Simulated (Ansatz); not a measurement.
One change: `[Cu][I]` becomes `[Cu][Br]`.

Ansatz, PBE0-D4/def2-TZVP geometries, multiplicity 1. 

Elements past krypton have def2 core potentials. Scalar relativity is left out up to krypton.

```csv
property,`[Cu][I]`
size of the dipole moment (ωB97M-V/def2-TZVPP) / D,4.93
HOMO–LUMO gap (PBE0/def2-TZVPP) / eV,3.95
LUMO energy (PBE0/def2-TZVPP) / eV,-2.87
zero-point energy (PBE0-D4/def2-TZVP) / kJ/mol,1.5
HOMO–LUMO gap (PBE/def2-TZVPP) / eV,1.93
LUMO energy (ωB97M-V/def2-TZVPP) / eV,-1.27
```

What does the change do to each property? (Estimate.)

Computed: 
```json
{"property": "size of the dipole moment (ωB97M-V/def2-TZVPP) / D", "`[Cu][Br]`": "5.23", "shift": "0.30"}
{"property": "HOMO–LUMO gap (PBE0/def2-TZVPP) / eV", "`[Cu][Br]`": "4.30", "shift": "0.35"}
{"property": "LUMO energy (PBE0/def2-TZVPP) / eV", "`[Cu][Br]`": "-2.91", "shift": "-0.04"}
{"property": "zero-point energy (PBE0-D4/def2-TZVP) / kJ/mol", "`[Cu][Br]`": "1.8", "shift": "0.3"}
{"property": "HOMO–LUMO gap (PBE/def2-TZVPP) / eV", "`[Cu][Br]`": "2.03", "shift": "0.10"}
{"property": "LUMO energy (ωB97M-V/def2-TZVPP) / eV", "`[Cu][Br]`": "-1.27", "shift": "0.00"}
```

Dipoles are sizes alone; their direction can turn.

Spin–orbit coupling is left out; it splits and shifts lone-pair levels of the heavy atoms by tenths of an eV.
